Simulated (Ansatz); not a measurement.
One change: `C[SiH2][S][Zn][F]` becomes `C[SiH2][S][GaH2]`.

Ansatz, PBE0-D4/def2-TZVP geometries, multiplicity 1. Each molecule was computed in one conformer, which needn't be the lowest.

Scalar relativity is left out up to krypton.

```csv
property,`C[SiH2][S][Zn][F]`
LUMO energy (B3LYP/def2-TZVPP) / eV,-1.69
HOMO–LUMO gap (PBE/def2-TZVPP) / eV,4.18
LUMO energy (PBE/def2-TZVPP) / eV,-2.27
HOMO–LUMO gap (B3LYP/def2-TZVPP) / eV,5.72
LUMO energy (ωB97M-V/def2-TZVPP) / eV,0.35
HOMO–LUMO gap (PBE0/def2-TZVPP) / eV,6.28
```

Task: Give the same properties after the change, and the shifts. (Best estimate.)

Result: Ansatz gave: 
```csv
property,`C[SiH2][S][GaH2]`,shift
LUMO energy (B3LYP/def2-TZVPP) / eV,-1.85,-0.16
HOMO–LUMO gap (PBE/def2-TZVPP) / eV,4.04,-0.14
LUMO energy (PBE/def2-TZVPP) / eV,-2.37,-0.10
HOMO–LUMO gap (B3LYP/def2-TZVPP) / eV,5.45,-0.27
LUMO energy (ωB97M-V/def2-TZVPP) / eV,0.08,-0.27
HOMO–LUMO gap (PBE0/def2-TZVPP) / eV,5.93,-0.35
```

With PBE0 the HOMO rises by 0.11 eV and the LUMO falls by 0.24 eV, so the gap narrows by about 0.35 eV. PBE moves the HOMO by 0.05 eV and ωB97M-V by 0.13 eV.

Positive LUMOs are unbound, so they and the gaps depend on the basis.

B3LYP here is the variant with VWN-RPA as its local correlation; programs differ in this.
